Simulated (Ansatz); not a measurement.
Consider the ligand exchange at a B–O bond: `OB(Cl)O[SiH3]` + HCl → `OB(Cl)Cl` + `O[SiH3]`.

Isolated molecules relaxed with PBE0-D4/def2-TZVP in Ansatz; ΔE leaves out vibrations. CCSD(T)/CBS adds triple-zeta CCSD(T) − MP2 to the extrapolated MP2 energy (def2 sets, frozen cores). This one scheme is used for every species. Functionals use def2-TZVPP. B3LYP here is the variant with VWN-RPA as its local correlation; programs differ in this. HSE06 is defined as in plane-wave codes. Each species was taken in one conformer, which may not be the lowest.

```
           level  ΔE (kJ/mol)  difference from CCSD(T)/CBS
          PBE-D4         42.8                        -10.3
         BLYP-D4         51.4                         -1.7
       r2SCAN-D4         49.3                         -3.8
          B97M-V         50.6                         -2.5
        B3LYP-D4         55.1                          2.0
      r2SCAN0-D4         52.2                         -0.9
        HSE06-D4         47.6                         -5.5
         ωB97M-V         51.7                         -1.4
          B2PLYP         51.9                         -1.2
          revPBE         38.0                        -15.1
            BLYP         47.7                         -5.4
         r2SCANh         49.5                         -3.6
CCSD(T)/def2-SVP         60.0                          6.9
  MP2/def2-TZVPP         49.1                         -4.0
    HF/CBS(def2)         67.0                         13.9
  CCSD/CBS(def2)         55.7                          2.6
     CCSD(T)/CBS         53.1                            0
```

Largest T1 diagnostic among the species: 0.012.

From BLYP to BHLYP (50 % exact exchange), in def2-TZVPP and without D4, ΔE moves by +10.7 kJ/mol. Leaving LDA and LC-ωPBE aside and taking each functional with its dispersion term where it has one, the values, not all of them listed here, spread over 18.9 kJ/mol, from revPBE-D4 to BHLYP-D4. LDA lies +7.4 kJ/mol from PBE without D4.
